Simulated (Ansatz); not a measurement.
Input (CCSDT(Q)/aug-cc-pV(T+d)Z; Ansatz, a quantum-chemistry and plane-wave program): A basis named .json is the Basis Set Exchange file of that set.

Ansatz 0.2 input:
```yaml
crystal:
  periodic: [false, false, false]
  atoms:
    - {symbol: S, position_ang: [0.99284409, -0.46476956, 0.00704070]}
    - {symbol: S, position_ang: [-0.88384757, 0.49897825, -0.00585391]}
    - {symbol: H, position_ang: [-1.74394422, -0.54733919, -0.01898866]}
basis:
  gaussian:
    orbitals: aug-cc-pV_T+d_Z.json
total_charge: -1
magnetization: {spin_polarized: false}
correlation: {method: ccsdt_q, electrons: outside_noble_gas}
```

Output:

```
Functional definition: HF
integrals: 0.39 GiB planned
1537 factors; integrals over basis functions are off by at most 1.7e-7 eV
mean field: 0.55 GiB planned
mean field evaluation 1: about -21650.6955 eV, gradient 2.1e1 eV
mean field evaluation 2: about -21650.8012 eV, gradient 2.2e1 eV
mean field evaluation 4: about -21652.3015 eV, gradient 1.8e0 eV
mean field evaluation 8: about -21652.3322 eV, gradient 2.1e-1 eV
mean field evaluation 16: about -21651.8341 eV, gradient 1.2e1 eV
mean field evaluation 32: about -21637.5486 eV, gradient 3.8e1 eV
mean field evaluation 64: about -21643.8574 eV, gradient 1.0e0 eV
mean field -21652.33248941 eV, -795.7085425078 hartree, gradient 9.8e-6 eV, S^2 0.000000; 1 other end points of the search recorded, 0 dependent functions left out
10 core orbitals not correlated
reference -21652.33248941 eV, -795.7085425078 hartree; 7, 7 occupied and 116, 116 virtual orbitals, 1537 factors
second order -10.09542844 eV of doubles, -0.00000000 eV of singles
coupled cluster: 4.55 GiB planned
cycle   1  -10.60288934 eV  change   -5.1e-1 eV  update   1.0e-1
cycle   2  -11.22140674 eV  change   -6.2e-1 eV  update   4.9e-2
cycle   3  -11.60487742 eV  change   -3.8e-1 eV  update   2.2e-2
cycle   4  -11.55020603 eV  change    5.5e-2 eV  update   6.8e-3
cycle   5  -11.53298674 eV  change    1.7e-2 eV  update   4.0e-3
cycle   6  -11.53735743 eV  change   -4.4e-3 eV  update   1.7e-3
cycle   7  -11.54013261 eV  change   -2.8e-3 eV  update   9.5e-4
cycle   8  -11.53941682 eV  change    7.2e-4 eV  update   5.3e-4
cycle   9  -11.53892106 eV  change    5.0e-4 eV  update   2.3e-4
cycle  10  -11.53956436 eV  change   -6.4e-4 eV  update   1.3e-4
cycle  11  -11.53918659 eV  change    3.8e-4 eV  update   6.8e-5
cycle  12  -11.53914268 eV  change    4.4e-5 eV  update   2.9e-5
cycle  13  -11.53910895 eV  change    3.4e-5 eV  update   1.6e-5
cycle  14  -11.53910448 eV  change    4.5e-6 eV  update   6.8e-6
cycle  15  -11.53910183 eV  change    2.7e-6 eV  update   3.8e-6
cycle  16  -11.53910471 eV  change   -2.9e-6 eV  update   2.1e-6
cycle  17  -11.53910625 eV  change   -1.5e-6 eV  update   1.2e-6
perturbative correction -0.03781607 eV, -0.0013897149 hartree
Total energy: -21663.90941173 eV, -796.1339865558 hartree
```
